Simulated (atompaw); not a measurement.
# u(r) = r·R(r): atom against pseudo-atom (aluminium)

Columns: radius, all-electron u(r) and pseudo u(r) of the 3p shell (level -2.72 eV) of aluminium in the configuration [Ne] 3s2 3p1; PBE, non-relativistic, PAW (atompaw) scheme, atompaw 4.2.0.5.

```json
{"r (bohr)": "0.102", "all-electron": "0.0749", "pseudo": "-0.0032"}
{"r (bohr)": "0.204", "all-electron": "0.1654", "pseudo": "-0.0126"}
{"r (bohr)": "0.306", "all-electron": "0.2098", "pseudo": "-0.0280"}
{"r (bohr)": "0.408", "all-electron": "0.2094", "pseudo": "-0.0489"}
{"r (bohr)": "0.510", "all-electron": "0.1777", "pseudo": "-0.0747"}
{"r (bohr)": "0.612", "all-electron": "0.1269", "pseudo": "-0.1046"}
{"r (bohr)": "0.713", "all-electron": "0.0667", "pseudo": "-0.1375"}
{"r (bohr)": "0.815", "all-electron": "0.0019", "pseudo": "-0.1731"}
{"r (bohr)": "0.917", "all-electron": "-0.0631", "pseudo": "-0.2103"}
{"r (bohr)": "1.019", "all-electron": "-0.1259", "pseudo": "-0.2480"}
{"r (bohr)": "1.121", "all-electron": "-0.1850", "pseudo": "-0.2854"}
{"r (bohr)": "1.223", "all-electron": "-0.2398", "pseudo": "-0.3218"}
{"r (bohr)": "1.325", "all-electron": "-0.2897", "pseudo": "-0.3565"}
{"r (bohr)": "1.427", "all-electron": "-0.3348", "pseudo": "-0.3890"}
{"r (bohr)": "1.529", "all-electron": "-0.3752", "pseudo": "-0.4187"}
{"r (bohr)": "1.631", "all-electron": "-0.4113", "pseudo": "-0.4455"}
{"r (bohr)": "1.733", "all-electron": "-0.4429", "pseudo": "-0.4692"}
{"r (bohr)": "1.835", "all-electron": "-0.4702", "pseudo": "-0.4897"}
{"r (bohr)": "1.937", "all-electron": "-0.4933", "pseudo": "-0.5072"}
{"r (bohr)": "2.038", "all-electron": "-0.5123", "pseudo": "-0.5216"}
{"r (bohr)": "2.140", "all-electron": "-0.5277", "pseudo": "-0.5335"}
{"r (bohr)": "2.242", "all-electron": "-0.5397", "pseudo": "-0.5429"}
{"r (bohr)": "2.344", "all-electron": "-0.5485", "pseudo": "-0.5499"}
{"r (bohr)": "2.446", "all-electron": "-0.5543", "pseudo": "-0.5548"}
{"r (bohr)": "2.548", "all-electron": "-0.5576", "pseudo": "-0.5576"}
{"r (bohr)": "2.650", "all-electron": "-0.5584", "pseudo": "-0.5584"}
```

How many radial nodes do the two functions have?

The all-electron 3p function has n − l − 1 = 1; the pseudo-wave has 0, since the states of the same l below it are removed with the core.

Is the pseudo-wave norm-conserving?

No, it belongs to a PAW set: the norm inside the radius is not constrained, and the difference is carried by the augmentation charge.
